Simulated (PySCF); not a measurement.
Te(OH)(SMe) (CH4OSTe), SMILES O[Te]SC. Geometry: PBE0-D3(BJ)/def2-SVP. The def2 effective core potentials stand for the cores of Te; spin–orbit coupling is left out. The values are those of a single conformer.

The numbers are results of PBE0-D3(BJ)/def2-SVP (PySCF), not measurements.

Harmonic wavenumbers (cm⁻¹): 93, 122, 174, 200, 360, 395, 600, 717, 956, 960, 998, 1322, 1436, 1447, 3064, 3178, 3194, 3861. Rotational constants (GHz): 5.813, 1.722, 1.555; symmetry number 1.

Task: Work out the zero-point energy and the ideal-gas rigid-rotor harmonic-oscillator thermochemistry at 298.15 K and 1 atm.

Result: ZPE = ½ Σ hcν = ½ × 23078 cm⁻¹ = 138.03 kJ/mol. H − E(el) = 157.62 kJ/mol. Entropy in J/(mol K): translation 174.30, rotation 114.75, vibration 60.28, total 349.32. G − E(el) = 53.47 kJ/mol. Cp = 91.90 J/(mol K). Modes under 150 cm⁻¹ make the vibrational entropy uncertain.
